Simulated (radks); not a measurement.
Ionisation of the nickel ion Ni+, [Ar] 3d9, to [Ar] 3d8 as the strength of local exchange is varied. All-electron calculation, scalar-relativistic Kohn-Sham, Slater X-alpha exchange (alpha = 2/3 is LDA exchange), no correlation, spin-unpolarised, spherical densities, point nucleus. Program: a radial shooting solver on a logarithmic mesh with Libxc functionals.

| alpha | E(Ni+) (hartree) | exchange (hartree) | IE (eV) | -e of the level emptied (eV) | <r> of it (bohr) |
|---|---|---|---|---|---|
| 0.566 | -1506.63613 | -49.18686 | 17.492 | 10.578 (3d) | 1.118 |
| 0.667 | -1515.44807 | -58.34022 | 19.224 | 11.952 (3d) | 1.082 |
| 0.825 | -1529.34731 | -72.88618 | 22.186 | 14.365 (3d) | 1.031 |
| 0.869 | -1533.24274 | -76.98593 | 23.066 | 15.096 (3d) | 1.018 |
| 0.957 | -1541.06586 | -85.24903 | 24.899 | 16.633 (3d) | 0.9937 |
| 1.017 | -1546.42442 | -90.93134 | 26.204 | 17.741 (3d) | 0.9778 |

NIST Atomic Spectra Database: 18.169 eV (measured). The Delta-SCF value meets it near alpha = 0.61. Spin polarisation and multiplet splitting are left out, so open shells lie too high by an amount that depends on their filling.

Beside tabulated values, note that spin-unpolarised runs miss the spin-polarisation part of the exchange energy of open shells.
